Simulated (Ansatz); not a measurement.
Cost and result for the atomization energy of `FB1C=COC1` (10 atoms, 10 bonds).

```xyz
10

F    -0.038    2.326   -0.568
B    -0.074    1.038   -0.245
C    -1.237    0.152    0.139
C    -0.672   -1.058    0.357
O     0.645   -1.193    0.202
C     1.188    0.085   -0.191
H    -2.298    0.318    0.249
H    -1.157   -1.983    0.655
H     1.700   -0.052   -1.148
H     1.943    0.367    0.550
```

Total charge 0; spin multiplicity 1. All single points use the PBE0-D4/def2-TZVP geometry. Program: Ansatz. All runs use 4 threads of an Intel Xeon Platinum 8488C on a shared host. Times are those of one run each, without the atoms' runs, and a repeat can differ threefold. Electronic energies, without spin–orbit coupling; frozen cores. CCSD(T)/CBS adds CCSD(T) − MP2 in def2-TZVPP to the MP2 limit, and its time is that of the two runs behind it. T1 = 0.015. B3LYP takes the VWN-RPA correlation (the form of Gaussian; ORCA's B3LYP/G). HSE06 is the plane-wave form, built on full-range PBE exchange.

CCSD(T)/CBS is a level of theory with its own doubt, some kJ/mol a heavy atom from the limit and from the frozen cores, so smaller differences don't rank the functionals.

| level | functions | atomization (kcal/mol) | difference from CCSD(T)/CBS | per bond |
| --- | --- | --- | --- | --- |
| HSE06-D4/def2-TZVPP | 242 | 1092.4 | 18.9 | 1.9 |
| PBE-QIDH/def2-TZVPP | 242 | 1079.4 | 5.9 | 0.6 |
| B3LYP-D4/def2-TZVPP (with forces) | 242 | 1078.2 | 4.7 | 0.5 |
| LDA (SPW92)/def2-TZVPP | 242 | 1260.1 | 186.6 | 18.7 |
| B2PLYP/def2-TZVPP | 242 | 1070.1 | -3.4 | -0.3 |
| CCSD(T)/def2-SVP | 104 | 1032.2 | -41.3 | -4.1 |
| B97M-V/def2-TZVPP | 242 | 1083.4 | 9.9 | 1.0 |
| CAM-B3LYP-D4/def2-TZVPP | 242 | 1085.1 | 11.6 | 1.2 |
| BLYP-D4/def2-TZVPP | 242 | 1082.2 | 8.7 | 0.9 |
| CCSD(T)/def2-TZVPP | 242 | 1047.6 | -25.9 | -2.6 |
| MP2/def2-QZVPP | 462 | 1097.4 | 23.9 | 2.4 |
| BHLYP-D4/def2-TZVPP | 242 | 1038.9 | -34.6 | -3.5 |
| CCSD(T)/CBS(def2) | – | 1073.5 | 0.0 | 0.0 |

Q: Order the runs by time, with rough figures. (Estimate.)

A: Computed: LDA (SPW92)/def2-TZVPP 1.1 s; BLYP-D4/def2-TZVPP 1.9 s; HSE06-D4/def2-TZVPP 2.4 s; BHLYP-D4/def2-TZVPP 2.5 s; CAM-B3LYP-D4/def2-TZVPP 2.8 s; B3LYP-D4/def2-TZVPP (with forces) 3.8 s; B97M-V/def2-TZVPP 5.5 s; B2PLYP/def2-TZVPP 5.5 s; PBE-QIDH/def2-TZVPP 5.5 s; CCSD(T)/def2-SVP 5.5 s; MP2/def2-QZVPP 22 s; CCSD(T)/def2-TZVPP 100 s; CCSD(T)/CBS(def2) 2.1 min.

Leaving LDA and LC-ωPBE aside and taking each functional with its dispersion term where it has one, the values, not all of them listed here, spread over 79.7 kcal/mol, from BHLYP-D4 to PBE-D4. LDA lies +146.0 kcal/mol from PBE without D4, its usual overbinding. At CCSD(T), def2-SVP lies −41.3 kcal/mol from the extrapolated value and def2-TZVPP −25.9 kcal/mol: correlation converges slowly with the basis, and small sets miss more of it in the bonded molecule than in its fragments. In def2-TZVPP, CCSD(T) changes the Hartree–Fock value by +257.5 kcal/mol (the triples alone add +19.7 kcal/mol) and MP2 by +292.1 kcal/mol; breaking electron pairs costs correlation energy, which Hartree–Fock lacks.
